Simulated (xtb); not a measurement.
xtb input (GFN1-xTB):

```bash
xtb mol.xyz --gfn 1 --opt tight --chrg 0 --uhf 0
```
mol.xyz:
```
3

Cl    -1.40250737    -0.20014729     0.02098688
C     -0.03054783     0.84410807     0.00883340
Cl     1.41328896    -0.09777321    -0.02410455
```

Output:

```
           -------------------------------------------------
          |                Calculation Setup                |
           -------------------------------------------------

           -------------------------------------------------
          |                 G F N 1 - x T B                 |
           -------------------------------------------------

        Reference                      10.1021/acs.jctc.7b00118
      * Hamiltonian:
        H0-scaling (s, p, d)           1.850000    2.250000    2.000000
        zeta-weighting                 0.000000
      * Dispersion:
        s8                             2.400000
        a1                             0.630000
        a2                             5.000000
        s9                             0.000000
      * Repulsion:
        kExp                           1.500000
        rExp                           1.000000
      * Coulomb:
        alpha                          2.000000
        third order                    atomic
        anisotropic                    false
      * Halogen bond correction:
        rad-scale                      1.300000
        damping                        0.440000

          ...................................................
          :                      SETUP                      :
          :.................................................:
          :  # basis functions                  24          :
          :  # atomic orbitals                  22          :
          :  # shells                            8          :
          :  # electrons                        18          :
          :  # halogen bonds                     0          :
          :  max. iterations                   250          :
          :  Hamiltonian                  GFN1-xTB          :
          :  restarted?                      false          :
          :  GBSA solvation                  false          :
          :  PC potential                    false          :
          :  electronic temp.          300.0000000     K    :
          :  accuracy                    1.0000000          :
          :  -> integral cutoff          0.2500000E+02      :
          :  -> integral neglect         0.1000000E-07      :
          :  -> SCF convergence          0.1000000E-05 Eh   :
          :  -> wf. convergence          0.2000000E-04 e    :
          :  Broyden damping             0.4000000          :
          :  net charge                          0          :
          :  unpaired electrons                  0          :
          ...................................................

 iter      E             dE          RMSdq      gap      omega  full diag
   1    -10.5164286 -0.105164E+02  0.342E+00    1.82       0.0  T
   2    -10.5182309 -0.180229E-02  0.237E+00    1.79       1.0  T
   3    -10.5181155  0.115425E-03  0.472E-01    1.80       1.0  T
   4    -10.5183448 -0.229280E-03  0.108E-02    1.79       5.3  T
   5    -10.5183448 -0.590569E-07  0.199E-03    1.79      29.0  T
   6    -10.5183448 -0.190059E-08  0.558E-05    1.79    1034.0  T
   7    -10.5183448 -0.484413E-11  0.108E-07    1.79  100000.0  T
[...]
 integral evaluation            ...        0 min,  0.002 sec ( 37.069%)
 iterations                     ...        0 min,  0.001 sec ( 14.159%)
 molecular gradient             ...        0 min,  0.002 sec ( 43.182%)
 printout                       ...        0 min,  0.000 sec (  2.456%)

         :::::::::::::::::::::::::::::::::::::::::::::::::::::
         ::                     SUMMARY                     ::
         :::::::::::::::::::::::::::::::::::::::::::::::::::::
         :: total energy             -10.505187845526 Eh    ::
         :: gradient norm              0.000300007640 Eh/a0 ::
         :: HOMO-LUMO gap              1.688902228293 eV    ::
         ::.................................................::
         :: SCC energy               -10.529909219603 Eh    ::
         :: -> electrostatic           0.000689405857 Eh    ::
         :: repulsion energy           0.025566772108 Eh    ::
         :: dispersion energy         -0.000845398031 Eh    ::
         :: halogen bond corr.         0.000000000000 Eh    ::
         :: add. restraining           0.000000000000 Eh    ::
         :: total charge              -0.000000000000 e     ::
         :::::::::::::::::::::::::::::::::::::::::::::::::::::

           -------------------------------------------------
          |                Property Printout                |
           -------------------------------------------------

    * Orbital Energies and Occupations

         #    Occupation            Energy/Eh            Energy/eV
      -------------------------------------------------------------
         1        2.0000           -0.9244352             -25.1552
         2        2.0000           -0.9244233             -25.1548
         3        2.0000           -0.6087729             -16.5656
         4        2.0000           -0.5431851             -14.7808
         5        2.0000           -0.5183211             -14.1042
         6        2.0000           -0.5155281             -14.0282
         7        2.0000           -0.4726255             -12.8608
         8        2.0000           -0.4569172             -12.4334
         9        2.0000           -0.3905818             -10.6283 (HOMO)
        10                         -0.3285158              -8.9394 (LUMO)
        11                         -0.1737580              -4.7282
        12                         -0.1548999              -4.2150
        13                         -0.0535649              -1.4576
        14                         -0.0532429              -1.4488
        15                         -0.0513191              -1.3965
        16                         -0.0505473              -1.3755
        17                         -0.0469627              -1.2779
        18                         -0.0366442              -0.9971
        19                         -0.0228151              -0.6208
        20                          0.0146430               0.3985
       ...                                ...                  ...
        22                          0.3374753               9.1832
      -------------------------------------------------------------
                  HL-Gap            0.0620660 Eh            1.6889 eV
             Fermi-level           -0.3595488 Eh           -9.7838 eV

  Mulliken/CM5 charges         n(s)   n(p)   n(d)
     1Cl   -0.02616 -0.02592   1.936  5.074  0.016
     2C     0.05232  0.05183   1.468  2.480  0.000
     3Cl   -0.02616 -0.02592   1.936  5.074  0.016

Wiberg/Mayer (AO) data.
largest (>0.10) Wiberg bond orders for each atom

 ---------------------------------------------------------------------------
     #   Z sym  total        # sym  WBO       # sym  WBO       # sym  WBO
 ---------------------------------------------------------------------------
     1  17 Cl   1.447 --     2 C    1.347     3 Cl   0.101
     2   6 C    2.693 --     3 Cl   1.347     1 Cl   1.347
     3  17 Cl   1.447 --     2 C    1.347     1 Cl   0.101
 ---------------------------------------------------------------------------

Topologies differ in total number of bonds
Writing topology from bond orders to xtbtopo.mol

 dipole moment from electron density (au)
     X       Y       Z
   0.0153  -0.4237  -0.0044  total (Debye):    1.078
Note: The following floating-point exceptions are signalling: IEEE_DENORMAL
normal termination of xtb

           -------------------------------------------------
          |                Geometry Summary                 |
           -------------------------------------------------

      molecular mass/u    :       82.9166111
   center of mass at/Å    :       -0.0004122       0.0113902       0.0001192
  moments of inertia/u·Å² :        0.8433760E+01   0.1398503E+03   0.1482840E+03
rotational constants/cm⁻¹ :        0.1998828E+01   0.1205406E+00   0.1136847E+00

 * 2 selected distances

     #   Z          #   Z                                           value/Å
     1  17 Cl       2   6 C                                       1.6713662 (max)
     2   6 C        3  17 Cl                                      1.6713662 (min)

 * 1 distinct bonds (by element types)

   Z      Z             #   av. dist./Å        max./Å        min./Å
   6 C   17 Cl          2     1.6713662     1.6713662     1.6713662

optimized geometry written to: xtbopt.xyz

           -------------------------------------------------
          | TOTAL ENERGY              -10.505187845526 Eh   |
          | GRADIENT NORM               0.000300007640 Eh/α |
          | HOMO-LUMO GAP               1.688902228293 eV   |
           -------------------------------------------------

------------------------------------------------------------------------
------------------------------------------------------------------------
 total:
 SCF:
 ANC optimizer:
```
